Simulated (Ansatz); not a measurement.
```json
{"atom": "Si", "x (Å)": "0.0000", "y (Å)": "0.0000", "z (Å)": "0.0000"}
{"atom": "P", "x (Å)": "0.0000", "y (Å)": "1.6707", "z (Å)": "1.2820"}
{"atom": "P", "x (Å)": "0.0000", "y (Å)": "-1.6707", "z (Å)": "1.2820"}
```

Basis set: pcseg-2 (spherical functions). Charge 0, multiplicity 3.

Computed with Ansatz (development build ahead of 0.2.0); each method stands on the lowest determinant of its kind that the runs found. Restricted functionals stand beside restricted open-shell atoms, which can lie above the unrestricted atoms usual in DFT and then raise those values.

Question: Give the atomization energy at this shape (free ground-state atoms in the same class of orbitals less the molecule, no zero-point energy) of triplet SiP2 by PBE (unrestricted), PBE (restricted open-shell).

Answer:

```
                     method  atomization energy
         PBE (unrestricted)     143.66 kcal/mol
PBE (restricted open-shell)     141.07 kcal/mol
```

Caution: other spin multiplicities may lie lower. Caution for PBE (unrestricted): the unrestricted determinant is spin contaminated.

The shape needn't be a minimum at these levels.
